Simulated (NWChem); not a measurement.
System: CH$_{7}$NO$_{2}$Si; SMILES NC[SiH](O)O

NWChem input:

```
start job
memory heap 200 mb stack 900 mb global 1100 mb
geometry units angstroms
  N     -0.586119    -2.170285    -0.346553
  C     -0.721547    -0.823878    -0.910459
  Si    -0.080743     0.442096     0.354177
  O     -0.089553     1.899464    -0.355668
  O      1.453742     0.112055     0.792816
  H     -0.904654    -2.864729    -1.016159
  H     -1.178567    -2.255704     0.472719
  H     -1.750754    -0.597048    -1.219112
  H     -0.111173    -0.791451    -1.815412
  H     -0.923818     0.460742     1.553470
  H      0.502865     2.575252    -0.036994
  H      1.704604    -0.798834     0.918535
end
basis spherical
  * library def2-svp
end
dft
  xc pbe0
  iterations 150
end
driver
  maxiter 120
end
task dft optimize
```

Excerpt of the output:

```
             Northwest Computational Chemistry Package (NWChem) 7.3.0
             --------------------------------------------------------

 C1  symmetry detected

                             Geometry "geometry" -> ""
                             -------------------------

 Output coordinates in angstroms (scale by  1.889725989 to convert to a.u.)

  No.       Tag          Charge          X              Y              Z
 ---- ---------------- ---------- -------------- -------------- --------------
    1 N                    7.0000     0.13323124     2.22143378    -0.02551075
    2 C                    6.0000    -0.76276788     1.10848191     0.30261459
    3 Si                  14.0000     0.00437411    -0.50968514    -0.33429413
    4 O                    8.0000    -0.92213186    -1.73481071     0.18390764
    5 O                    8.0000     1.50221273    -0.72938204     0.26918592
    6 H                    1.0000    -0.24931246     3.09484363     0.32506700
    7 H                    1.0000     0.20459530     2.31315964    -1.03347463
    8 H                    1.0000    -1.77770966     1.25352886    -0.09088272
    9 H                    1.0000    -0.85242466     1.07793328     1.39053752
   10 H                    1.0000     0.07665380    -0.51707634    -1.79858503
   11 H                    1.0000    -0.53617028    -2.60154474     0.27881498
   12 H                    1.0000     2.07647208     0.02736174     0.34677983

 Effective nuclear repulsion energy (a.u.)     252.9834108070

                                Z-matrix (autoz)
                                --------

 Units are Angstrom for bonds and degrees for angles

[...]

      ----------------------
      Optimization converged
      ----------------------

  Step       Energy      Delta E   Gmax     Grms     Xrms     Xmax
  ---- ---------------- -------- -------- -------- -------- --------
@   30    -536.42271074 -1.3D-07  0.00004  0.00001  0.00034  0.00075
                                     ok       ok       ok       ok

                                Z-matrix (autoz)
                                --------

 Units are Angstrom for bonds and degrees for angles

      Type          Name      I     J     K     L     M      Value     Gradient
      ----------- --------  ----- ----- ----- ----- ----- ---------- ----------
    1 Stretch                  1     2                       1.46562   -0.00001
    2 Stretch                  1     6                       1.01808   -0.00000
    3 Stretch                  1     7                       1.01868   -0.00000
    4 Stretch                  2     3                       1.89278   -0.00003
    5 Stretch                  2     8                       1.10738    0.00000
    6 Stretch                  2     9                       1.10358    0.00000
    7 Stretch                  3     4                       1.66339   -0.00002
    8 Stretch                  3     5                       1.65679    0.00004
    9 Stretch                  3    10                       1.49279   -0.00000
   10 Stretch                  4    11                       0.96126   -0.00001
   11 Stretch                  5    12                       0.97776    0.00004
   12 Bend                     1     2     3               108.03599   -0.00001
   13 Bend                     1     2     8               115.22191    0.00000
   14 Bend                     1     2     9               108.57141   -0.00000
   15 Bend                     2     1     6               111.46047    0.00000
   16 Bend                     2     1     7               110.75358    0.00000
   17 Bend                     2     3     4               105.90264   -0.00000
   18 Bend                     2     3     5               103.32655   -0.00000
   19 Bend                     2     3    10               116.11964    0.00001
   20 Bend                     3     2     8               114.14045    0.00000
   21 Bend                     3     2     9               104.14949    0.00001
   22 Bend                     3     4    11               116.83307    0.00001
   23 Bend                     3     5    12               105.74540   -0.00001
   24 Bend                     4     3     5               114.26265    0.00001
   25 Bend                     4     3    10               108.41746   -0.00000
   26 Bend                     5     3    10               108.94661   -0.00000
   27 Bend                     6     1     7               106.18015    0.00000
   28 Bend                     8     2     9               106.00137   -0.00001
   29 Torsion                  1     2     3     4         137.55496    0.00000
   30 Torsion                  1     2     3     5          17.11834   -0.00000
   31 Torsion                  1     2     3    10        -102.07578   -0.00000
   32 Torsion                  2     3     4    11         172.20742    0.00000
   33 Torsion                  2     3     5    12           1.88930   -0.00000
   34 Torsion                  3     2     1     6        -160.33461    0.00000
   35 Torsion                  3     2     1     7          81.68568   -0.00001
   36 Torsion                  4     3     2     8         -92.87471    0.00000
   37 Torsion                  4     3     2     9          22.24518    0.00000
   38 Torsion                  4     3     5    12        -112.67016   -0.00000
   39 Torsion                  5     3     2     8         146.68866   -0.00000
   40 Torsion                  5     3     2     9         -98.19145   -0.00000
   41 Torsion                  5     3     4    11         -74.75645    0.00000
   42 Torsion                  6     1     2     8          70.70301   -0.00000
   43 Torsion                  6     1     2     9         -47.96325    0.00001
   44 Torsion                  7     1     2     8         -47.27670   -0.00001
   45 Torsion                  7     1     2     9        -165.94296    0.00000
   46 Torsion                  8     2     3    10          27.49455    0.00000
   47 Torsion                  9     2     3    10         142.61443   -0.00000
   48 Torsion                 10     3     4    11          46.94295   -0.00000
   49 Torsion                 10     3     5    12         125.92181    0.00000

                         Geometry "geometry" -> "geometry"
                         ---------------------------------

 Output coordinates in angstroms (scale by  1.889725989 to convert to a.u.)

  No.       Tag          Charge          X              Y              Z
 ---- ---------------- ---------- -------------- -------------- --------------
    1 N                    7.0000     0.28975740     2.07301864     0.17340238
    2 C                    6.0000    -0.78660000     1.07931335     0.12826053
    3 Si                  14.0000    -0.03433207    -0.57596640    -0.39783065
    4 O                    8.0000    -0.73432495    -1.72581201     0.57927912
    5 O                    8.0000     1.58745477    -0.35802497    -0.13850603
    6 H                    1.0000     0.03116892     2.87662750     0.74246839
    7 H                    1.0000     0.48526307     2.43596052    -0.75813018
    8 H                    1.0000    -1.67941564     1.37692036    -0.45535336
    9 H                    1.0000    -1.14203958     0.89917568     1.15738520
   10 H                    1.0000    -0.24863209    -0.97255232    -1.82093221
   11 H                    1.0000    -0.54918840    -2.64524536     0.36859974
   12 H                    1.0000     1.67791102     0.54082890     0.23551729

 Effective nuclear repulsion energy (a.u.)     253.8304584533

[...]
```

Level: PBE0/def2-SVP. No frequency run checked for a minimum.
